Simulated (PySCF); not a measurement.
## Dipole polarisabilities along group 10, charge +2

Calculated with PySCF 2.14 for the ground configurations, without spin-orbit coupling: coupled response for Hartree-Fock and DFT. Mean α in bohr³, C₆ of like pairs in atomic units.

```csv
species,α UHF,α PBE,α PBE0,C₆ UHF,C₆ PBE,C₆ PBE0
"Ni²⁺ [Ar] 3d8 (def2-QZVPPD, non-relativistic)",2.623,3.407,3.130,7.122,9.495,8.653
"Pd²⁺ [Kr] 4d8 (def2-QZVPPD with the def2 core potential (28 electrons), ECP)",5.957,6.905,6.576,30.59,36.19,34.27
"Pt²⁺ [Xe] 4f14 5d8 (def2-QZVPPD with the def2 core potential (60 electrons), ECP)",8.636,9.692,9.321,55.53,63.32,60.65
```
